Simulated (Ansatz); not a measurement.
Basis-set extrapolation for C$_{3}$H$_{9}$AlO, SMILES `C[CH]([AlH2])CO` (PBE0-D4/def2-TZVP geometry, frozen core, the Gaussian-basis code of Ansatz). Multiplicity 1, RHF reference.

|  | def2-TZVPP | def2-QZVPP |
| --- | --- | --- |
| HF | -435.678478 | -435.694939 |
| MP2 correlation | -0.851350 | -0.910087 |
| CCSD(T) correlation | -0.935198 | not run |

Energies in hartree. Use E(X) = E(∞) + A·exp(−7.88·√X) for Hartree–Fock and E(X) = E(∞) + B·X^(−2.97) for correlation, with X = 3 and 4, and add CCSD(T) minus MP2 of the smaller set to the MP2 limit.

Problem. What is the CCSD(T) energy at the basis-set limit?

Solution. HF limit: -435.694939 + (-0.016461) × 0.13774 = -435.69721. MP2 limit: -0.910087 + (-0.058737) × 0.74074 = -0.95360. Higher-order term: -0.935198 − (-0.851350) = -0.08385. Total: -436.73466 hartree, 317.6 kJ/mol below CCSD(T)/def2-TZVPP.
